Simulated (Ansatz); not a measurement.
C₂H₉AlOSi, singlet, geometry from GFN2-xTB (such geometries of metal compounds can be far from the true shape); MP2/6-311+G(2d,p) run with Ansatz (an electronic-structure program).

Ansatz was given this input:
Ansatz 0.2 input:
```yaml
crystal:
  periodic: [false, false, false]
  atoms:
    - {symbol: Al, position_ang: [0.16418219, 0.80306897, 0.52935491]}
    - {symbol: C, position_ang: [1.71992852, 1.91197601, -0.04275149]}
    - {symbol: H, position_ang: [2.65378921, 1.34370309, 0.00714559]}
    - {symbol: H, position_ang: [1.85268461, 2.80857798, 0.56567260]}
    - {symbol: H, position_ang: [1.61632416, 2.23576822, -1.08292934]}
    - {symbol: C, position_ang: [-1.10034460, 1.11363958, 2.03992938]}
    - {symbol: H, position_ang: [-1.09292977, 0.27495355, 2.74276804]}
    - {symbol: H, position_ang: [-2.13109745, 1.20242795, 1.68352884]}
    - {symbol: H, position_ang: [-0.87444355, 2.01710462, 2.60931924]}
    - {symbol: O, position_ang: [-0.12203492, -0.58596264, -0.38609585]}
    - {symbol: Si, position_ang: [-0.39320375, -1.92451346, -1.27014763]}
    - {symbol: H, position_ang: [-1.59910444, -2.56410911, -0.74057254]}
    - {symbol: H, position_ang: [0.78190080, -2.78542267, -1.12070468]}
    - {symbol: H, position_ang: [-0.57786386, -1.49570395, -2.65807554]}
basis:
  gaussian:
    orbitals: 6-311+G_2d_p_.json
magnetization: {spin_polarized: false}
correlation: {method: mp2}
```
The basis file holds 6-311+G(2d,p) in the JSON format of the Basis Set Exchange.

It wrote (shortened):

```
Functional definition: HF
1667 factors; integrals over basis functions are off by at most 1.2e-3 eV
mean field evaluation 1: about -18684.3982 eV, gradient 5.4e1 eV
mean field evaluation 2: about -18684.4627 eV, gradient 5.4e1 eV
mean field evaluation 4: about -18690.6272 eV, gradient 5.3e0 eV
mean field evaluation 8: about -18690.7126 eV, gradient 2.4e-1 eV
mean field -18690.71295220 eV, -686.8710319731 hartree, gradient 2.1e-6 eV, S^2 0.000000; 0 other end points of the search recorded, 0 dependent functions left out
13 core orbitals not correlated
reference -18690.71295220 eV, -686.8710319731 hartree; 15, 15 occupied and 177, 177 virtual orbitals, 1667 factors
second order -19.53950492 eV of doubles, -0.00000000 eV of singles
Total energy: -18710.25245712 eV, -687.5890955347 hartree
```
